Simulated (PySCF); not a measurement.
**What binds WC: the parts of the energy along the bond**

State: ³Δ, triplet, unpaired electrons σ ↑, δ ↑. ROHF-based CCSD(T) in PySCF 2.14 with W aug-cc-pVDZ-PP with ECP60, C aug-cc-pVDZ and W aug-cc-pVTZ-PP with ECP60, C aug-cc-pVTZ (frozen core orbitals: 5; scalar-relativistic core potentials). Correlation energies are extrapolated as n⁻³ (n = 2, 3), Hartree–Fock as (n+1)·exp(−9√n). All energies in eV from W (5d4 6s2) + C.

```tsv
R (Å)	HF/CBS	CCSD corr.	(T)	total
1.5025	-0.625	-3.100	-0.3918	-4.117
1.5708	-1.217	-3.288	-0.4437	-4.949
1.6391	-1.426	-3.457	-0.4933	-5.377
1.7074	-1.372	-3.601	-0.5416	-5.514
1.7757	-1.142	-3.717	-0.5931	-5.452
1.8611	-0.694	-3.836	-0.6667	-5.196
1.9465	-0.135	-3.935	-0.7492	-4.819
```

A fit to the total gives Re = 1.7161 Å, De = 5.515 eV, ωe = 984.0 cm⁻¹, Be = 0.5081 cm⁻¹ (masses 183.9509 and 12.0000 u).

**Question.** At R = 1.7074 Å the CCSD correlation energy is -0.304250 hartree in the smaller basis and -0.338840 in the larger. Extrapolate it.

**Answer.** (3³·E3 − 2³·E2)/(3³ − 2³) = -0.35340 hartree; the larger basis holds 95.9 % of it.

The T1 diagnostic is 0.048, large enough to doubt a single reference. The state was picked by a PBE0 search and need not be the measured ground state. Spin–orbit coupling, excitations beyond (T) and corrections to the Born–Oppenheimer picture are left out, and spin–orbit coupling matters for open p, d or f shells this heavy.
